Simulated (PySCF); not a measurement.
Two-component Hartree-Fock for La²⁺ (lanthanum, charge +2)

Start: [Xe] 6p1; 6p3/2 filled at m_j = +3/2. Calculated with PySCF 2.14 in x2c-TZVPall-2c: generalised Hartree-Fock with the X2C-1e Hamiltonian and a Gaussian nucleus; spin-orbit coupling (SO) screened by Boettger's factors. This is a chosen level, not necessarily the ground level.

```csv
spinor shell,electrons,"ε, screened SO (eV)",weight of nominal j (screened SO),"rms radius, screened SO (bohr)"
1s1/2,2,-39132.7,1.000,0.0286
2s1/2,2,-6351.3,1.000,0.116
2p1/2,2,-5977.5,1.000,0.100
2p3/2,4,-5560.9,1.000,0.106
3s1/2,2,-1417.5,1.000,0.303
3p1/2,2,-1258.6,1.000,0.295
3p3/2,4,-1175.2,1.000,0.308
3d3/2,4,-899.55,1.000,0.279
3d5/2,6,-881.92,1.000,0.283
4s1/2,2,-318.89,1.000,0.694
4p1/2,2,-257.91,1.000,0.719
4p3/2,4,-240.04,1.000,0.746
4d3/2,4,-137.73,1.000,0.820
5s1/2,2,-65.241,1.000,1.65
5p1/2,2,-45.973,0.999,1.83
5p3/2,4,-43.205,1.000,1.90
6p3/2,1,-13.056,1.000,4.86
```

Question: Where does 4d5/2 lie, and what is the 4d spin-orbit splitting (screened SO)?

Answer: At -134.57 eV, 3.162 eV above 4d3/2.

```csv
quantity,screened SO
E (hartree),-8490.39271
M_J,3/2
⟨J²⟩,3.751
⟨L²⟩,2.036
⟨S²⟩,0.786
```

Each row is a mean over spinors that exchange with the open shell spreads, by up to 0.334 eV (5p3/2).

Breit and QED terms are absent; they matter most for the inner s and p1/2 levels.

Densities and radii are taken from the X2C orbitals without a picture-change correction, which distorts them close to the nucleus.
